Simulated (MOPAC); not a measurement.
Input file for MOPAC: PM7 on C2H8OSi (a complex), monomers drawn apart or pushed together.

```
PM7 1SCF PRECISE CHARGE=0 THREADS=1
C2H8OSi

C      0.17191962 1     0.23390376 1    -0.28015803 1
O     -0.81601692 1    -0.03472223 1     0.34573301 1
H      1.15052900 1     0.38757413 1     0.21128807 1
H      0.15313179 1     0.34125618 1    -1.38118745 1
C     -1.42578728 1    -0.49280751 1     3.39134075 1
Si     0.36394573 1    -0.02512551 1     3.10371542 1
H     -1.49941212 1    -1.47442909 1     3.86328578 1
H     -1.96055527 1    -0.52300131 1     2.44216705 1
H     -1.91631354 1     0.23203988 1     4.04378856 1
H      1.10194820 1     0.01999773 1     4.39267789 1
H      0.48481785 1     1.31271133 1     2.47416033 1
H      1.05202293 1    -1.00902364 1     2.23196263 1
```

The log:

```
*******************************************************************************
 **                                                                           **
 **                              MOPAC v23.2.5                                **
 **                                                                           **
 *******************************************************************************
 ** MOPAC's Digital Object Identifier: https://doi.org/10.5281/zenodo.6511958 **
 **                                                                           **
 ** Please cite the open-source release paper for use of this MOPAC version:  **
 ** J. E. Moussa and J. J. P. Stewart (2026)                                  **
 ** MOPAC: An open-source semiempirical molecular orbital program             **
 ** J. Open Source Softw., 11(119), 8025, https://doi.org/10.21105/joss.08025 **
 *******************************************************************************

                              PM7 CALCULATION RESULTS

 *******************************************************************************
 *  PM7        - The PM7 Hamiltonian to be used
 *
 *
 *
 *                 CHARGE ON SYSTEM = 0
 *
 *
 *
 *  PRECISE    - TIGHTER CRITERIA TO BE USED
 *  1SCF       - DO 1 SCF AND THEN STOP
 *  THREADS=1  - MULTI-THREADING NOT USED
 *  T=         - A TIME OF 172800.0 SECONDS REQUESTED
 *  DUMP=N     - RESTART FILE WRITTEN EVERY 7200.0 SECONDS REQUESTED
 *******************************************************************************
PM7 1SCF PRECISE CHARGE=0 THREADS=1
 C2H8OSi

   ATOM   CHEMICAL          X               Y               Z
  NUMBER   SYMBOL      (ANGSTROMS)     (ANGSTROMS)     (ANGSTROMS)

     1       C          0.17191962  *   0.23390376  *  -0.28015803  *
     2       O         -0.81601692  *  -0.03472223  *   0.34573301  *
     3       H          1.15052900  *   0.38757413  *   0.21128807  *
     4       H          0.15313179  *   0.34125618  *  -1.38118745  *
     5       C         -1.42578728  *  -0.49280751  *   3.39134075  *
     6      Si          0.36394573  *  -0.02512551  *   3.10371542  *
     7       H         -1.49941212  *  -1.47442909  *   3.86328578  *
     8       H         -1.96055527  *  -0.52300131  *   2.44216705  *
     9       H         -1.91631354  *   0.23203988  *   4.04378856  *
    10       H          1.10194820  *   0.01999773  *   4.39267789  *
    11       H          0.48481785  *   1.31271133  *   2.47416033  *
    12       H          1.05202293  *  -1.00902364  *   2.23196263  *



          CARTESIAN COORDINATES

    NO.       ATOM           X           Y           Z

     1         C          0.1719      0.2339     -0.2802
     2         O         -0.8160     -0.0347      0.3457
     3         H          1.1505      0.3876      0.2113
     4         H          0.1531      0.3413     -1.3812
     5         C         -1.4258     -0.4928      3.3913
     6        Si          0.3639     -0.0251      3.1037
     7         H         -1.4994     -1.4744      3.8633
     8         H         -1.9606     -0.5230      2.4422
     9         H         -1.9163      0.2320      4.0438
    10         H          1.1019      0.0200      4.3927
    11         H          0.4848      1.3127      2.4742
    12         H          1.0520     -1.0090      2.2320

 General Reference for PM7:
 "Optimization of Parameters for Semiempirical Methods VI: More Modifications to the
 NDDO Approximations and Re-optimization of Parameters", J. J. P. Stewart, J. Mol. Mod., 1:32, 19 (2013)
 https://link.springer.com/article/10.1007/s00894-012-1667-x

           Empirical Formula: C2 H8 O Si  =    12 atoms



      MOLECULAR POINT GROUP   :   Cs


      RHF CALCULATION, NO. OF DOUBLY OCCUPIED LEVELS = 13


 -------------------------------------------------------------------------------
 PM7 1SCF PRECISE CHARGE=0 THREADS=1
 C2H8OSi



     1SCF WAS SPECIFIED, SO BFGS WAS NOT USED
     SCF FIELD WAS ACHIEVED


                              PM7 CALCULATION
                                                       MOPAC v23.2.5 Linux




          FINAL HEAT OF FORMATION =        -27.44861 KCAL/MOL =    -114.84497 KJ/MOL


          COSMO AREA              =        131.44 SQUARE ANGSTROMS
          COSMO VOLUME            =        122.17 CUBIC ANGSTROMS

          IONIZATION POTENTIAL    =         10.364567 EV
          HOMO LUMO ENERGIES (EV) =        -10.365  0.416
          NO. OF FILLED LEVELS    =         13
          MOLECULAR WEIGHT        =         76.1701         POINT GROUP:  Cs

          MOLECULAR DIMENSIONS (Angstroms)

            Atom       Atom       Distance
            H    10    H     4     5.86012
            H     3    H     9     3.64780
            H     7    H    11     2.74020


          SCF CALCULATIONS        =          1





   ATOM   CHEMICAL          X               Y               Z
  NUMBER   SYMBOL      (ANGSTROMS)     (ANGSTROMS)     (ANGSTROMS)

     1       C          0.17191962  *   0.23390376  *  -0.28015803  *
     2       O         -0.81601692  *  -0.03472223  *   0.34573301  *
     3       H          1.15052900  *   0.38757413  *   0.21128807  *
     4       H          0.15313179  *   0.34125618  *  -1.38118745  *
     5       C         -1.42578728  *  -0.49280751  *   3.39134075  *
     6      Si          0.36394573  *  -0.02512551  *   3.10371542  *
     7       H         -1.49941212  *  -1.47442909  *   3.86328578  *
     8       H         -1.96055527  *  -0.52300131  *   2.44216705  *
     9       H         -1.91631354  *   0.23203988  *   4.04378856  *
    10       H          1.10194820  *   0.01999773  *   4.39267789  *
    11       H          0.48481785  *   1.31271133  *   2.47416033  *
    12       H          1.05202293  *  -1.00902364  *   2.23196263  *

                             CARTESIAN COORDINATES

   1    C        0.171919620     0.233903760    -0.280158030
   2    O       -0.816016920    -0.034722230     0.345733010
   3    H        1.150529000     0.387574130     0.211288070
   4    H        0.153131790     0.341256180    -1.381187450
   5    C       -1.425787280    -0.492807510     3.391340750
   6   Si        0.363945730    -0.025125510     3.103715420
   7    H       -1.499412120    -1.474429090     3.863285780
   8    H       -1.960555270    -0.523001310     2.442167050
   9    H       -1.916313540     0.232039880     4.043788560
  10    H        1.101948200     0.019997730     4.392677890
  11    H        0.484817850     1.312711330     2.474160330
  12    H        1.052022930    -1.009023640     2.231962630


           Empirical Formula: C2 H8 O Si  =    12 atoms



      MOLECULAR POINT GROUP   :   Cs


                  EIGENVALUES
 -31.33882 -25.08929 -23.05052 -17.59183 -16.06882 -15.02666 -14.29187 -13.88145
 -13.77237 -11.86674 -11.79120 -11.42851 -10.36457   0.41638   2.14318   2.80905
   2.82605   4.34819   4.85864   4.96630   6.09621   6.25885   7.40710   8.41540
  21.62372  21.66109  22.36775  22.53773  22.86122


              NET ATOMIC CHARGES AND DIPOLE CONTRIBUTIONS

  ATOM NO.   TYPE          CHARGE      No. of ELECS.   s-Pop       p-Pop       d-Pop
    1          C           0.205991        3.7940     1.15502     2.63899
    2          O          -0.401504        6.4015     1.87348     4.52803
    3          H           0.105301        0.8947     0.89470
    4          H           0.099939        0.9001     0.90006
    5          C          -0.627848        4.6278     1.04727     3.58058
    6         Si           0.040796        3.9592     0.89463     2.91696     0.14762
    7          H           0.166385        0.8336     0.83361
    8          H           0.184279        0.8157     0.81572
    9          H           0.166512        0.8335     0.83349
   10          H           0.023881        0.9761     0.97612
   11          H           0.018620        0.9814     0.98138
   12          H           0.017648        0.9824     0.98235
 DIPOLE           X         Y         Z       TOTAL
 POINT-CHG.     2.563     0.718    -1.721     3.170
 HYBRID        -1.081    -0.275     0.171     1.128
 SUM            1.482     0.443    -1.551     2.190


          ATOMIC ORBITAL ELECTRON POPULATIONS

     Atom    s        px        py        pz      x^2-y^2     xz        z^2       yz        xy
    1  C   1.15502   0.93426   0.69000   1.01473
    2  O   1.87348   1.45937   1.31810   1.75056
    3  H   0.89470
    4  H   0.90006
    5  C   1.04727   1.21402   1.17869   1.18787
    6 Si   0.89463   0.87893   1.01574   1.02230   0.03549   0.04132   0.02178   0.02281   0.02621
    7  H   0.83361
    8  H   0.81572
    9  H   0.83349
   10  H   0.97612
   11  H   0.98138
   12  H   0.98235

 **********************
 *                    *
 * JOB ENDED NORMALLY *
 *                    *
 **********************




 == MOPAC DONE ==
```

The run finished.

Cost: around 0.04 core-seconds (rough).
